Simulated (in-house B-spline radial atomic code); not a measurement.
Results of a calculation; reference values are marked as such.
# Extrapolating the RPA correlation energy in partial waves: Cr

All-electron RPA on r2SCAN orbitals from an all-electron radial atomic-structure program (B-spline basis), scalar-relativistic (spin-free one-electron X2C), finite nucleus, configuration [Ar] 3d5 4s1, highest spin. RPA overbinds a lone outer s electron by self-correlation, and G0W0 tends to as well. With empty states up to angular momentum L the sums are:

```tsv
L	E_c(L) (hartree)
4	-1.470731
5	-1.531084
6	-1.559161
7	-1.573722
8	-1.581857
9	-1.586740
```

For large l each further wave adds A/(l + 1/2)⁴, because the basis must build the cusp where two electrons meet.

(1) Estimate the limit from L = 8 and L = 9.

(2) How good is the estimate?

Results:

(1) Wave 9 adds -0.004883, against a sum of (l + 1/2)⁻⁴ of 1.22774e-04, so A = -39.772. The sum over l > 9 is ζ(4, 10.5) = 3.3168e-04, close to 1/(3 × 10³) = 3.3333e-04. The tail is -0.013192 and the limit -1.59993 hartree.

(2) A run to L = 11 sums to -1.59187 and extrapolates to -1.59874 hartree, 0.47 millihartree from the run before. The estimate differs from that by -1.19 millihartree, while the bare sum at L = 9 misses 12.0 millihartree (0.8 %).
